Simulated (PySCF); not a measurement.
The same groups moved round the core (azulene silyl). Gas-phase values, no solvent. Strings in code marks are SMILES.

The vertical ionisation energy (Delta-SCF) from two functionals at the same geometries (PBE0-D3(BJ)/def2-SVP), both in PySCF: PBE-D3(BJ)/def2-TZVP and ωB97X-D3(BJ)/def2-TZVP. Delta-SCF ions had no search for a lower state. 

| species | PBE-D3(BJ)/def2-TZVP (eV) | ωB97X-D3(BJ)/def2-TZVP (eV) |
|---|---|---|
| `[SiH3]c1cc2cccccc-2c1` | 7.39 | 7.34 |
| `[SiH3]c1ccc2cccc-2cc1` | 7.39 | 7.33 |
| `[SiH3]c1ccc2cccccc1-2` | 7.40 | 7.38 |
| `[SiH3]c1cccc2cccc-2c1` | 7.39 | 7.35 |
| `c1(c2cccc-2cccc1)[SiH3]` | 7.41 | 7.35 |

Over these rows, drawn at random from the members with no instability flagged (it was tested for open shells, ions and some series alone), PBE minus ωB97X-D3(BJ): mean +0.04 eV, from +0.02 eV to +0.06 eV.
